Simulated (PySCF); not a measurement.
## Core-level binding energies of `CN(C)C(=O)C1CC1`

C6H11NO.
SMILES with atom numbers: `[CH3:1][N:2]([CH3:3])[C:4](=[O:5])[CH:6]1[CH2:7][CH2:8]1`

Computed, not measured: PySCF 2.14.0, delta-SCF UKS SCAN, pcX-2 on the ionised atom, pcseg-1 elsewhere, spin-free X2C. Vertical ΔSCF values, vacuum level as zero.

List the computed XPS lines with their assignment.

```json
{"atom(s)": "O5", "environment": "amide oxygen", "level": "O 1s", "binding energy (eV)": "536.25", "above the level's lowest (eV)": "0.00", "count": "1"}
{"atom(s)": "N2", "environment": "amide nitrogen", "level": "N 1s", "binding energy (eV)": "405.44", "above the level's lowest (eV)": "0.00", "count": "1"}
{"atom(s)": "C4", "environment": "amide carbonyl carbon", "level": "C 1s", "binding energy (eV)": "293.04", "above the level's lowest (eV)": "+2.51", "count": "1"}
{"atom(s)": "C1/C3", "environment": "N-methyl carbon", "level": "C 1s", "binding energy (eV)": "291.50", "above the level's lowest (eV)": "+0.97", "count": "2"}
{"atom(s)": "C6", "environment": "sp3 carbon next to a carbonyl", "level": "C 1s", "binding energy (eV)": "290.68", "above the level's lowest (eV)": "+0.15", "count": "1"}
{"atom(s)": "C7/C8", "environment": "three-membered-ring carbon", "level": "C 1s", "binding energy (eV)": "290.53", "above the level's lowest (eV)": "0.00", "count": "2"}
```

Lowest listed C 1s: C7/C8, bonded to 2 C and 2 H. Highest, 2.51 eV above it: C4, bonded to O (double bond), N and C. Summing the Pauling electronegativity differences to the bonded atoms, each weighted by its formal bond order, gives -0.70 for the lowest site and +2.27 for the highest; no listed site has a larger sum than the highest.

Which photon energy gives electrons from O 1s of O5 a kinetic energy of 150 eV, and what is their de Broglie wavelength?

hν = 536.25 + 150 = 686.25 eV, recoil neglected; λ = 12.264 Å/√(E/eV) = 1.00 Å.

What is the longest wavelength that can ionise O 1s of O5 vertically?

λ = hc/E = 12398.42 eV Å / 536.25 eV = 23.121 Å.

Topologically equivalent atoms share the value of their first member; where this conformer doesn't relate them by symmetry, their own values could differ. The structure is a single PBE0-D3(BJ)/def2-SVP conformer in the gas phase; no vibrational or solvent corrections.

Conformer computed: `[CH3:1][N:2]([CH3:3])[C:4](=[O:5])[CH:6]1[CH2:7][CH2:8]1`: C1–N2–C4–O5 -5°, N2–C4–C6–C7 -155°.
